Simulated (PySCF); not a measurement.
Delta-SCF ions had no search for a lower state. Excitations are Tamm–Dancoff values on a coarser integration grid. The basis has no diffuse functions, so Rydberg states are missing or too high.

Cartesian coordinates (Å):
```xyz
5

B     -0.6679    -0.0006     0.0003
B      0.9998     0.0010    -0.0004
O      2.2040     0.0020    -0.0008
H     -1.2669    -1.0252    -0.0036
H     -1.2689     1.0229     0.0045
```
Charge 0, multiplicity 1.

Predict the vertical ionisation energy (Delta-SCF), T1 excitation (TDA) and HOMO–LUMO gap from TPSSh-D3(BJ)/def2-TZVP // B3LYP-D3(BJ)/def2-TZVP in PySCF.


| Property | Result |
|---|---|
| vertical ionisation energy (Delta-SCF) | 12.31 eV |
| T1 excitation (TDA) | 4.32 eV |
| HOMO–LUMO gap | 5.32 eV |
